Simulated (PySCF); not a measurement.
# EPR parameters of C6H7FNS

C₆H₇FNS (doublet state).
Structure used (GFN2-xTB), in Å, numbered top down from 1:
```xyz
16
C6H7FNS angstrom
C      3.203    1.062    0.267
C      1.868    0.923    0.267
N      1.304   -0.300    0.398
C      0.021   -0.458    0.321
C     -0.798   -1.722    0.505
C     -2.052   -0.847    0.302
F     -2.860   -1.204   -0.756
C     -1.126    0.304    0.052
S     -1.461    1.920   -0.444
H      3.667    2.026    0.169
H      3.838    0.200    0.360
H      1.225    1.802    0.172
H     -0.711   -2.206    1.474
H     -0.659   -2.453   -0.289
H     -2.714   -0.748    1.169
H     -2.755    1.713   -0.710
```

The hyperfine couplings belong to this conformer and change with its torsions.

Identity: `C=C/N=C1/C[C@H](F)[C]1S` [radical].

Method: PySCF 2.14.0, UKS B3LYP, pcH-1 on C F H N S, non-relativistic, mean-field spin-orbit, GIAO. One conformer (not necessarily the lowest) at the GFN2-xTB geometry, without solvent, vibrations or thermal averaging. The geometry wasn't refined by DFT: couplings that depend on bond lengths, twists or pyramidal angles can differ widely from those at the functional's own minimum. Stability of the SCF solution: not tested. ⟨S²⟩ is 0.783 where a pure state has 0.75.

| Quantity | Value |
| --- | --- |
| g1, g2, g3 | 2.00201, 2.00409, 2.00723 |
| g_iso | 2.00444 |
| Form of g | rhombic: the two nearest values differ by 40 % of g3 − g1 |
| ⟨S²⟩ | 0.7827 (exact 0.7500) |
| α and β electrons | 38, 37 |
| Total energy | -785.56296 Eh |

Hyperfine couplings atom by atom, in MHz; T1 to T3 are the principal values of the dipolar part:

```csv
atom,isotope,a_iso,of which spin–orbit,T1,T2,T3,Mulliken spin population
C1,13C,28.3,0.0,-28.1,-27.1,55.2,0.37
C2,13C,-30.6,0.0,-20.9,8.6,12.3,-0.16
N3,14N,14.5,0.0,-16.4,-16.2,32.6,0.35
C4,13C,-35.0,0.0,-24.1,7.6,16.5,-0.17
C5,13C,5.8,0.0,-1.1,-0.3,1.4,0.01
C6,13C,-15.4,0.0,-1.8,-1.0,2.8,-0.02
F7,19F,94.6,0.5,-34.2,-30.3,64.5,0.01
C8,13C,53.9,0.2,-41.9,-40.8,82.6,0.47
S9,33S,5.6,-0.3,-17.3,-14.6,31.9,0.15
H10,1H,-22.9,0.0,-13.4,-0.6,14.1,-0.02
H11,1H,-22.2,0.0,-11.3,-1.4,12.6,-0.02
H12,1H,7.0,0.0,-4.1,-2.2,6.3,0.00
H13,1H,-1.2,0.0,-1.6,-0.4,2.0,0.00
H14,1H,-5.5,0.0,-1.8,-0.7,2.5,0.00
H15,1H,40.9,0.0,-3.0,-1.2,4.3,0.02
H16,1H,-3.4,0.0,-3.0,-1.4,4.5,0.00
```

Largest spin populations (Mulliken): C8 (+0.47), C1 (+0.37), N3 (+0.35) and C4 (-0.17). The positive populations add up to 1.39 and the negative ones to -0.39, together 2S = 1.

The SMILES `C=C/N=C1/C[C@H](F)[C]1S` draws the unpaired electron on C8, whose computed spin population is only +0.47.

Axes: g2 points within 13° of the C8–S9 bond and g3 points within 7° of the N3–C4 bond.

Under fast tumbling the dipolar parts average out, and these isotropic splittings remain (the largest six): 1 × 19F (F7, I = 1/2, 2 lines) with 3.37 mT, 1 × 1H (H15, I = 1/2, 2 lines) with 1.46 mT, 1 × 1H (H10, I = 1/2, 2 lines) with 0.82 mT, 1 × 1H (H11, I = 1/2, 2 lines) with 0.79 mT, 1 × 14N (N3, I = 1, 3 lines) with 0.52 mT and 1 × 1H (H12, I = 1/2, 2 lines) with 0.25 mT.

The 33S coupling of S9 (5.6 MHz) shows only in satellite lines or after enrichment, since that isotope makes up about 0.76 % of natural sulfur.

The 13C coupling of C8 (53.9 MHz) shows only in satellite lines or after enrichment, since that isotope makes up about 1.07 % of natural carbon.
